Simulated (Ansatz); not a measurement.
The lowest singlet and triplet of SiH2 (SMILES [SiH2]); geometries from B3LYP-D3(BJ)/def2-TZVP, each state relaxed from the structure named, with no frequency check.
Singlet (charge 0, multiplicity 1):
```xyz
3

Si    -0.00044     0.13285     0.00000
H     -1.08803    -0.93358     0.00000
H      1.09418    -0.92637     0.00000
```

A positive gap puts the triplet lower; no zero-point energy. R- takes a restricted singlet. U- takes an unrestricted singlet (broken symmetry where lower, unprojected). The triplet is unrestricted in single-reference levels.

The values were computed with Ansatz (a first-principles code). Values without a source in brackets are computed.

Problem. One of these levels gives -1.178 eV for the gap E(singlet) − E(triplet), vertical, at the singlet's geometry. Which?
A. U-r2SCAN/def2-TZVPP (spin-contaminated)
B. R-HF/cc-pV(Q+d)Z
C. R-SVWN5/def2-TZVPP

Solution. C, R-SVWN5/def2-TZVPP. The others give -0.606 (R-HF/cc-pV(Q+d)Z), -0.878 (U-r2SCAN/def2-TZVPP (spin-contaminated))

Doubts at one or more of the structures used: a restricted determinant that unrestricted orbitals would lower (R-HF/cc-pV(Q+d)Z).
